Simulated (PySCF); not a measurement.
Ti(Cl)3(OH) (Cl₃HOTi), SMILES [OH][Ti]([Cl])([Cl])[Cl], multiplicity 1.

The structure is a stationary point at r2SCAN-D4/def2-SVP. A frequency run showed that this geometry is not a minimum. The spin state was assumed, not searched. The isomer is the one that the SMILES or the coordinates give; other isomers of the formula were not compared. Other conformers were not sampled.

Calculation: TDDFT-CAM-B3LYP/def2-SVPD in PySCF.

Vertical excitations; the highest root listed may be one member of a degenerate set. Gas-phase values at a fixed geometry. State labels are in the subgroup Cs.

```
state  symmetry  energy (eV)  λ (nm)      f                                                                  main pairs
-----  --------  -----------  ------  -----  --------------------------------------------------------------------------
S1           A"         4.52     274  0.002                      HOMO→LUMO, HOMO−2→LUMO, HOMO−1→LUMO+1 (degenerate set)
S2           A'         4.52     274  0.002                    HOMO→LUMO+1, HOMO−2→LUMO+1, HOMO−1→LUMO (degenerate set)
S3           A"         4.54     273  0.000                                        HOMO−1→LUMO+1 49 %, HOMO−2→LUMO 49 %
S4           A'         4.72     263  0.003                                        HOMO−1→LUMO 49 %, HOMO−2→LUMO+1 49 %
S5           A"         4.77     260  0.030       HOMO→LUMO, HOMO−2→LUMO, HOMO−1→LUMO+1, HOMO−3→LUMO+1 (degenerate set)
S6           A'         4.77     260  0.030       HOMO→LUMO+1, HOMO−2→LUMO+1, HOMO−1→LUMO, HOMO−3→LUMO (degenerate set)
S7           A"         5.26     236  0.000                      HOMO→LUMO+4 51 %, HOMO−4→LUMO 21 %, HOMO−5→LUMO+1 21 %
S8           A"         5.28     235  0.001                                 HOMO→LUMO+2, HOMO−3→LUMO+1 (degenerate set)
S9           A'         5.28     235  0.001                                   HOMO→LUMO+3, HOMO−3→LUMO (degenerate set)
S10          A"         5.37     231  0.007  HOMO→LUMO+2 40 %, HOMO−3→LUMO+1 23 %, HOMO−5→LUMO+1 12 %, HOMO−4→LUMO 12 %
T1           A'         4.21     294      0                                                HOMO→LUMO+1 (degenerate set)
T2           A"         4.21     294      0                                                  HOMO→LUMO (degenerate set)
T3           A"         4.40     282      0                                        HOMO−2→LUMO 49 %, HOMO−1→LUMO+1 49 %
T4           A"         4.49     276      0                        HOMO−1→LUMO+1 42 %, HOMO−2→LUMO 42 %, HOMO→LUMO 11 %
```
Triplets are in the Tamm–Dancoff approximation, which puts them higher than full response would, so one can lie above its singlet here.
